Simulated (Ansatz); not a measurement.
Geometry optimisation, RKS B3LYP-D4/def2-SVP (Ansatz).

The input (input.yaml):

```yaml
crystal:
  periodic: [false, false, false]
  atoms:
    - { symbol: Ge, position_ang: [0.0, 0.0, 0.0] }
    - { symbol: H, position_ang: [0.0, 0.0, 1.9] }
    - { symbol: H, position_ang: [1.4616, 0.0, -0.5162] }
    - { symbol: H, position_ang: [-0.73, 1.2648, -0.5162] }
    - { symbol: H, position_ang: [-0.73, -1.2648, -0.5162] }
    - { symbol: F, position_ang: [-1.879, 0.0, 0.6243] }
    - { symbol: H, position_ang: [-1.0089, 0.0, 1.7574] }
basis:
  gaussian: { orbitals: def2-SVP }
hamiltonian:
  xc: b3lyp
  dispersion: d4
relax:
  f_tol: 0.15
  max_steps: 25
  restrain:
    - { distance: [0, 5], at: 2.88, k: 30.0 }
    - { distance: [6, 1], at: 1.86, k: 30.0 }
    - { distance: [0, 1], at: 1.55, k: 30.0 }
    - { distance: [6, 5], at: 0.92, k: 30.0 }
output:
  orbitals: {}
```

Launched with:

```bash
$ ansatz run input.yaml --threads 2 --pin off --max-ram 3072MiB --backend cpu --events-out ev --progress --plain --runs-dir out
```

Problem. Where does it end, and by what steps?

Solution. It converged. The restraints hold the end off the free minimum. After 7 steps the energy has fallen by 3.014 eV (the restraints' own energy left out); F6 moved furthest, 0.78 Å. Parted: Ge1–F6. Joined: Ge1–H2, F6–H7.

```
step  energy less start (eV)  largest force component (eV/Å)  accepted
   0                  0.0000                           3.198       yes
   1                 -0.7559                           4.482       yes
   2                 -1.8207                           4.335       yes
   3                 -2.5235                           3.319       yes
   4                 -2.9404                           0.627       yes
   5                 -3.0122                           0.442       yes
   6                 -3.0112                           0.403        no
   7                 -3.0142                           0.339       yes
```

```xyz
7
Properties=species:S:1:pos:R:3
Ge 0.204 0.000 -0.079
H 0.188 0.000 1.471
H 1.687 0.000 -0.506
H -0.479 1.271 -0.600
H -0.479 -1.271 -0.600
F -2.367 0.000 1.236
H -1.641 0.000 1.811
```

Whether the end is a true minimum wasn't checked by a vibrational analysis.

Time of the run: 11 s on 2 threads of Arm Neoverse V1, on a shared host, peak memory 0.14 GiB.
